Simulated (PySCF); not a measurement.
Excitation energy of In by level of theory

In [Kr] 4d10 5s2 5p1 (2P) → In [Kr] 4d10 5s2 5d1 (2D), as a difference of total energies. Calculation: PySCF 2.14, in aug-cc-pwCVTZ-PP with ECP28MDF; a scalar-relativistic core potential. Correlated levels: valence: 4s2 4p6 4d10 frozen. The calculations carry no spin-orbit coupling.

```csv
method,excitation energy (eV),error (eV)
UHF,3.993,+0.096
MP2 (valence),4.027,+0.130
SCS-MP2 (valence),4.030,+0.133
CCSD (valence),3.959,+0.062
CCSD(T) (valence),3.934,+0.037
```

Reference: 3.897 eV (measured; NIST levels, between the centres of gravity of the two terms).

Errors of the correlated levels include the incompleteness of this basis and the frozen core.

The coupled-cluster amplitudes are large for the upper state (T1 above 0.03 or a double amplitude above 0.15), so a single reference is strained.
